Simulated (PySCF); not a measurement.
From one molecule to another.

First species: C₅H₅F₃O.
Cartesian coordinates in Å at the GFN2-xTB level; atoms count from 1:
```xyz
14
C5H5F3O angstrom
C     -2.1852    0.0149   -0.5760
C     -1.1446    0.9833   -0.1758
C      0.1248    0.7059    0.1652
C      0.6995   -0.6254    0.1819
O      0.1562   -1.6883    0.0152
C      2.2357   -0.5876    0.4522
F      2.5121    0.0198    1.6197
F      2.8763    0.1115   -0.5022
F      2.7817   -1.7993    0.4938
H     -2.7725    0.4168   -1.3997
H     -2.8677   -0.1355    0.2623
H     -1.7625   -0.9483   -0.8442
H     -1.4517    2.0224   -0.1602
H      0.7971    1.5093    0.4308
```

Second species: C₅H₂FN₃.
Structure used (GFN2-xTB), in Å, numbered top down from 1:
```xyz
11
C5H2FN3 angstrom
C     -2.816   -0.513   -0.549
C     -1.648   -0.320   -0.344
C     -0.285   -0.067   -0.077
C      0.120    0.797    0.963
N      1.394    1.016    1.197
N      2.301    0.433    0.464
C      1.890   -0.365   -0.498
F      2.828   -0.942   -1.227
N      0.644   -0.657   -0.822
H     -3.836   -0.685   -0.733
H     -0.587    1.305    1.600
```

Levels: CAM-B3LYP/def2-SVPD for dipole moment, HOMO energy, LUMO energy, HOMO–LUMO gap, static isotropic polarisability and electronic spatial extent ⟨r²⟩ about the centre of nuclear charge; TDDFT CAM-B3LYP/def2-SVPD for lowest singlet excitation; TDA CAM-B3LYP/def2-SVPD for lowest triplet excitation (Tamm–Dancoff); GFN2-xTB for rotational constant A and rotational constant C. Geometries: GFN2-xTB. Each species is one conformer at its optimised geometry, gas phase, non-relativistic unless stated; the electronic structure was computed with PySCF and density fitting.

The conformers computed, where there is a choice (atom-mapped SMILES and torsion angles):
- `[CH3:1]/[CH:2]=[CH:3]\[C:4](=[O:5])[C:6]([F:7])([F:8])[F:9]`: C2–C3–C4–O5 -7°, C3–C4–C6–F7 58°

```json
{"property": "dipole moment", "column X": "3.98 D", "column Y": "4.45 D"}
{"property": "HOMO energy", "column X": "-9.70 eV", "column Y": "-9.00 eV"}
{"property": "LUMO energy", "column X": "-1.45 eV", "column Y": "-1.95 eV"}
{"property": "HOMO–LUMO gap", "column X": "8.25 eV", "column Y": "7.05 eV"}
{"property": "lowest singlet excitation", "column X": "3.80 eV", "column Y": "3.13 eV"}
{"property": "lowest triplet excitation (Tamm–Dancoff)", "column X": "3.27 eV", "column Y": "2.44 eV"}
{"property": "static isotropic polarisability", "column X": "67.3 au", "column Y": "77.8 au"}
{"property": "electronic spatial extent ⟨r²⟩ about the centre of nuclear charge", "column X": "1289 bohr²", "column Y": "1098 bohr²"}
{"property": "rotational constant A", "column X": "3.303 GHz", "column Y": "3.723 GHz"}
{"property": "rotational constant C", "column X": "0.885 GHz", "column Y": "0.947 GHz"}
```

Q: Which column belongs to which species?

A: Column X is the first species and column Y the second. The first has 14 atoms and 70 electrons, the second 11 and 62.

Q: How does each property change from the first species to the second?

A: dipole moment +0.47 D; HOMO energy +0.70 eV; LUMO energy -0.50 eV; HOMO–LUMO gap -1.20 eV; lowest singlet excitation -0.67 eV; lowest triplet excitation (Tamm–Dancoff) -0.83 eV; static isotropic polarisability +10.5 au; electronic spatial extent ⟨r²⟩ about the centre of nuclear charge -191 bohr²; rotational constant A +0.420 GHz; rotational constant C +0.062 GHz.

On the first: A dipole of 3.98 D is allowed in C1, and pure rotational transitions are dipole-allowed. The 8 singlets span 3.80 to 8.38 eV, and their oscillator strengths add up to 0.34.

On the second: A dipole of 4.45 D is allowed in Cs, and pure rotational transitions are dipole-allowed. S1 lies 3.92 eV below the HOMO–LUMO gap; its leading configuration is HOMO→LUMO, weight 0.94.
